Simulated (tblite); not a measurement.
C4H7NO2Si.
Atom-mapped SMILES: `[H]/[N:1]=[CH:2]/[C:3]1=[CH:4][CH2:5][O:6][SiH2:7][O:8]1` (hydrogens: H9 on N1; H10 on C2; H11 on C4; H12, H13 on C5; H14, H15 on Si7)

Computed with GFN2-xTB (tblite), gas phase: L-BFGS steps from a force-field or distance-geometry start until the largest atomic force falls under 0.01 eV/Å.

Step 23: E = -679.4908 eV
```
atom  x, y, z in Å  |  force x, y, z in eV/Å
N1      2.9357    0.0207    0.4740    0.031  -0.038  -0.014
C2      2.0006   -0.7650    0.1599   -0.036  -0.056  -0.035
C3      0.6046   -0.3300    0.1597    0.077   0.021  -0.053
C4      0.2532    0.9350    0.4134    0.026   0.025   0.048
C5     -1.1426    1.4563    0.4088   -0.078  -0.043  -0.061
O6     -2.0777    0.6022   -0.1956   -0.074  -0.064  -0.043
Si7    -1.8853   -1.0090   -0.2187   -0.023  -0.073  -0.012
O8     -0.2751   -1.3198   -0.1357    0.045   0.005   0.026
H9      3.8634   -0.3964    0.4349    0.009   0.054   0.016
H10     2.1332   -1.8169   -0.1354   -0.064   0.073   0.036
H11     1.0372    1.6389    0.6267    0.056   0.030   0.044
H12    -1.4829    1.6516    1.4370    0.111   0.072   0.020
H13    -1.1833    2.3994   -0.1491    0.032   0.046   0.042
H14    -2.3442   -1.4228   -1.5258   -0.029  -0.010  -0.027
H15    -2.4412   -1.6361    0.9723   -0.082  -0.042   0.014
```

Step 24: E = -679.4938 eV
```
atom  x, y, z in Å  |  force x, y, z in eV/Å
N1      2.9394    0.0176    0.4714    0.030  -0.015  -0.013
C2      2.0006   -0.7662    0.1643   -0.040  -0.060  -0.072
C3      0.6042   -0.3257    0.1630    0.108  -0.037  -0.023
C4      0.2526    0.9395    0.4156    0.067  -0.011   0.004
C5     -1.1429    1.4595    0.4124   -0.067  -0.053  -0.056
O6     -2.0859    0.5957   -0.1635   -0.093  -0.071  -0.044
Si7    -1.8869   -1.0139   -0.2169   -0.017  -0.078  -0.008
O8     -0.2756   -1.3187   -0.1243    0.032   0.021   0.029
H9      3.8683   -0.3979    0.4298   -0.028   0.041   0.020
H10     2.1306   -1.8205   -0.1291   -0.083   0.113   0.051
H11     1.0378    1.6467    0.6140    0.047   0.023   0.063
H12    -1.4714    1.6785    1.4389    0.093   0.069   0.033
H13    -1.1859    2.3897   -0.1654    0.021   0.076   0.029
H14    -2.3348   -1.4043   -1.5376   -0.016  -0.007   0.001
H15    -2.4545   -1.6720    0.9537   -0.054  -0.012  -0.016
```

Question: Estimate the geometry and energy of step 25. (The exact step hangs on the optimiser's Hessian estimate; all steps are aligned on step 24, rigid shifts and turns removed.)

Answer: E = -679.4964 eV, largest force 0.136 eV/Å
```
atom  x, y, z in Å  |  force x, y, z in eV/Å
N1      2.9432    0.0142    0.4684    0.017   0.023  -0.012
C2      2.0009   -0.7677    0.1673   -0.022  -0.025  -0.083
C3      0.6058   -0.3215    0.1653    0.087  -0.065   0.011
C4      0.2534    0.9438    0.4181    0.071  -0.033  -0.047
C5     -1.1440    1.4614    0.4148   -0.027  -0.048  -0.034
O6     -2.0945    0.5882   -0.1345   -0.075  -0.054  -0.019
Si7    -1.8886   -1.0201   -0.2155   -0.002  -0.057   0.001
O8     -0.2755   -1.3165   -0.1138    0.007   0.021   0.026
H9      3.8735   -0.3981    0.4258   -0.047   0.015   0.020
H10     2.1265   -1.8229   -0.1226   -0.084   0.095   0.048
H11     1.0391    1.6549    0.6040    0.023   0.006   0.075
H12    -1.4588    1.7041    1.4408    0.068   0.048   0.014
H13    -1.1880    2.3815   -0.1796    0.004   0.067   0.020
H14    -2.3279   -1.3886   -1.5474   -0.001  -0.009   0.022
H15    -2.4694   -1.7049    0.9353   -0.020   0.017  -0.043
```

The energy changes by -0.0026 eV. The first-order estimate −F·Δx gives -0.0038 eV and the mean of the old and new forces, exact on a quadratic surface, -0.0026 eV. The step makes an angle of 81° with the force vector and moves no atom by more than 0.041 Å.

What follows is the cost of the whole relaxation. On one thread of an Arm Neoverse V2, no GPU, shared host with 192 logical CPUs at a one-minute load of 20, this took 0.3 s wall.
